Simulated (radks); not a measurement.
Problem. The mean radii <r> (bohr) of the occupied orbitals of an atom or ion are listed with their occupations. All-electron calculation, non-relativistic Kohn-Sham, LDA (Slater exchange, Perdew-Wang correlation), spin-polarised, spherical densities, point nucleus. Program: a radial shooting solver on a logarithmic mesh with Libxc functionals.

| orbital | occ. | <r> |
|---|---|---|
| 1s up | 1 | 0.03388 |
| 1s down | 1 | 0.03388 |
| 2s up | 1 | 0.1474 |
| 2s down | 1 | 0.1474 |
| 2p up | 3 | 0.1260 |
| 2p down | 3 | 0.1260 |
| 3s up | 1 | 0.4039 |
| 3s down | 1 | 0.4037 |
| 3p up | 3 | 0.3965 |
| 3p down | 3 | 0.3964 |
| 3d up | 5 | 0.3703 |
| 3d down | 5 | 0.3701 |
| 4s up | 1 | 1.006 |
| 4s down | 1 | 1.005 |
| 4p up | 3 | 1.086 |
| 4p down | 3 | 1.086 |
| 4d up | 5 | 1.425 |
| 4d down | 2 | 1.445 |

Name the element and its charge. Open shells, if any, are filled with parallel spins first.

Solution. Z = 45, rhodium, charge +2: Rh2+ in [Kr] 4d7. The 1s radius gives Z: for a bare nucleus <r> = 1.5/Z, 0.03333 bohr for Z = 45, and screening makes it slightly larger (0.03388 here). The occupations add up to 43, and the charge is Z minus that.
